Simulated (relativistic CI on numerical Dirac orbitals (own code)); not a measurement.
Slater and spin-orbit integrals, Ho47+

Method of calculation: Dirac-Coulomb-Breit CI, orbitals from a KLI potential per configuration, model QED (radiative potential, 1s self-energy scaled to tabulated hydrogen-like ionisation energies), unscaled Slater integrals (own radial code, finite nucleus).

Slater integrals F^k, G^k are unscaled and averaged over j, outside the closed core [Ne]; ζ comes from projecting the Hamiltonian with its Breit term on Σ l·s of the shell.

- 3s2 3p6 3d2: F^2(3d,3d) = 545830, F^4(3d,3d) = 353010, ζ(3d) = 152330 cm⁻¹; <r>(3d) = 0.1878, <r^2>(3d) = 0.04077 (bohr units).
- 3s2 3p5 3d3: ζ(3p) = 1.1196e+06, F^2(3d,3d) = 545000, F^4(3d,3d) = 352450, F^2(3p,3d) = 468350, G^1(3p,3d) = 493570, G^3(3p,3d) = 331250, ζ(3d) = 150970 cm⁻¹; <r>(3p) = 0.2113, <r^2>(3p) = 0.05167, <r>(3d) = 0.188, <r^2>(3d) = 0.04089 (bohr units).
- 3s 3p6 3d3: F^2(3d,3d) = 544660, F^4(3d,3d) = 352220, G^2(3s,3d) = 375810, ζ(3d) = 151670 cm⁻¹; <r>(3s) = 0.2157, <r^2>(3s) = 0.05311, <r>(3d) = 0.1881, <r^2>(3d) = 0.04094 (bohr units).

Give the Racah parameters of the d shell in 3s2 3p6 3d2.

B = F²/49 − 5F⁴/441 = 7137 cm⁻¹ and C = 35F⁴/441 = 28016 cm⁻¹.

Averages of the first 10 configurations, taken without configuration mixing, which lowers the lowest level and can move excited configurations by several eV; other configurations of the list can lie among them:

```csv
Configuration,Parity,States,Average energy above the lowest level (eV)
3s2 3p6 3d2,even,45,62.5
3s2 3p5 3d3,odd,720,411.6
3s 3p6 3d3,even,240,741.9
3s2 3p6 3d 4s,even,20,1646.5
3s2 3p6 3d 4p,odd,60,1771.4
3s2 3p6 3d 4d,even,100,1912.3
3s2 3p5 3d2 4s,odd,540,1986.0
3s2 3p6 3d 4f,odd,140,2019.4
3s2 3p5 3d2 4p,even,1620,2111.2
3s2 3p5 3d2 4d,odd,2700,2251.5
```
